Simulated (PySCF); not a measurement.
**NaZn and its ions**

PBE; Na 6-31G(d,p), Zn 6-31G(d,p); no relativity (PySCF 2.14). Neutral (UKS): doublet (σ ↑), Re = 2.739 Å, ωe = 192 cm⁻¹, De = 0.50 eV, HOMO -2.84 eV, LUMO -2.05 eV.

NaZn⁺ (UKS): singlet (closed shell), Re = 2.683 Å, ωe = 216 cm⁻¹, De = 0.94 eV to Na⁺ + Zn. The energies at the minima are -1940.91971 hartree for NaZn and -1940.73991 for NaZn⁺.

Question: Work out the adiabatic ionisation energy, without and with harmonic zero-point energies (1 hartree = 27.2114 eV, 1 eV = 8065.5 cm⁻¹), and the change of the bond length.

Answer: At PBE: 0.17980 hartree = 4.893 eV between the minima; the zero-point term (216.0 − 192.0)/2 cm⁻¹ = +0.001 eV makes it 4.894 eV. Re changes by -5.6 pm against the neutral. The electron leaves a σ orbital, and the shorter bond of the ion fits an antibonding orbital, or a change in how ionic the bond is.

Closed-shell solutions of metal pairs were not tested for spin polarisation, which can lower them a little. Weak bonds: NaZn. Basis-set superposition, not corrected here, can be much of De in a small basis, most of all at correlated wavefunction levels. For an ion De counts to the pair picked by the measured ionisation energies or electron affinities, which need not be the lowest pair at this level. States were picked by a PBE0 search and need not be the measured ground states.
